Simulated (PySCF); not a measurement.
# Spinor energies of Sc²⁺ (scandium, charge +2)

Start: [Ar] 4s1; 4s1/2 filled at m_j = +1/2. Calculated with PySCF 2.14 in x2c-TZVPall-2c: generalised Hartree-Fock with the X2C-1e Hamiltonian and a Gaussian nucleus; one run each with spin-orbit coupling (SO) switched off, then screened by Boettger's factors. This is a chosen level, not necessarily the ground level.

| spinor shell | electrons | ε, spin-free (eV) | ε, screened SO (eV) | weight of nominal j (screened SO) | rms radius, screened SO (bohr) |
| --- | --- | --- | --- | --- | --- |
| 1s1/2 | 2 | -4561.8 | -4561.8 | 1.000 | 0.0844 |
| 2s1/2 | 2 | -547.33 | -547.32 | 1.000 | 0.370 |
| 2p1/2 | 2 | -449.90 | -453.11 | 1.000 | 0.338 |
| 2p3/2 | 4 | -449.90 | -448.31 | 1.000 | 0.340 |
| 3s1/2 | 2 | -92.339 | -92.338 | 1.000 | 1.13 |
| 3p1/2 | 2 | -64.131 | -64.530 | 0.979 | 1.23 |
| 3p3/2 | 4 | -64.131 | -63.934 | 0.989 | 1.23 |
| 4s1/2 | 1 | -20.830 | -20.830 | 1.000 | 3.31 |

```
   quantity   spin-free  screened SO
E (hartree)  -762.51686   -762.52151
        M_J         1/2          1/2
       ⟨J²⟩       0.750        0.750
       ⟨L²⟩       0.000        0.000
       ⟨S²⟩       0.750        0.750
```

Each row is a mean over spinors that exchange with the open shell spreads, by up to 0.450 eV (3s1/2).

Without spin-orbit coupling the j labels of p, d and f shells carry no meaning; the spin-free column gives the mean over the occupied spinors of each nl shell.
